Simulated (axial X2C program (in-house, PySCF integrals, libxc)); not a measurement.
# SrBr⁻: from Re and ωe to a spectrum

A bond curve at the CCSD(T) level, 2c, was computed with an axial X2C code built on PySCF integrals (basis Sr dyall-acv3z [14s13p9d6f1g], Br dyall-acv3z [9s10p7d5f1g] (cores contracted in-house)) for the state Ω = 0 (closed shell). Its fit gives Re = 2.9382 Å, ωe = 159.5 cm⁻¹, ωexe = 0.597 cm⁻¹ and αe = 2.218e-04 cm⁻¹; the masses are 87.9056 and 78.9183 u. Two-component means X2C with spin–orbit coupling and atomic mean-field Coulomb and Gaunt terms.

Correlated methods: 10 electrons correlated (number of frozen shells: Sr 4 s, 3 p, 1 d; Br 3 s, 2 p, 1 d), 340 virtual spin orbitals or spinors in MP2, 90 natural virtuals in coupled cluster.

Task: Find the reduced mass, Be and the force constant.

Result: From the CCSD(T) values: μ = 41.5849 u. Be = 16.8576/(μ Re²) = 0.04696 cm⁻¹. k = 5.8918×10⁻⁷ μ ωe² = 0.623 mdyn/Å.

Task: Estimate De from a Morse curve and compare with the computed well depth of 1.628 eV to Sr + Br-.

Result: De(Morse) = ωe²/(4ωexe) = 1.321 eV against 1.628 eV computed, a ratio of 0.81. The extrapolation falls short: long-range attraction (ionic or ion–induced dipole) or a change of character along the curve can cause this.

Task: A Morse curve ties αe to the other constants (Pekeris). How well does that hold?

Result: αe(Morse) = 6Be²/ωe × (√(ωexe/Be) − 1) = 2.128e-04 cm⁻¹; the CCSD(T) curve gives 2.218e-04 cm⁻¹, a ratio of 0.96.

Task: Give B0, the J = 1←0 line in GHz and the most populated J at 300 K (kT = 208.5 cm⁻¹).

Result: B0 = Be − αe/2 = 0.04685 cm⁻¹; 2B0 = 2.809 GHz; J(max) ≈ √(kT/2B0) − 1/2 = 46.7, so J = 47.

Task: Estimate the centrifugal constant by the Kratzer relation.

Result: D = 4Be³/ωe² = 1.63e-08 cm⁻¹.

The state is a single determinant with fixed occupations, the lowest that a limited PBE0 search found. De is counted from the lowest determinant-based energies of the atoms at the same level, without counterpoise correction. Coupled cluster ran in a truncated set of natural virtual spinors; the MP2 energy of the rest was added. (T) has no such correction and the atoms are truncated less, which lowers De at CCSD(T) by a hundredth of an eV or more. The outer-core s and p shells of the metal are frozen in the correlated rows, which leaves out core–valence correlation; for alkali and alkaline-earth bonds that tends to lengthen them. With the outer-core shells frozen, correlated bond lengths of heavy atoms tend to come out a few hundredths of an ångström too long.
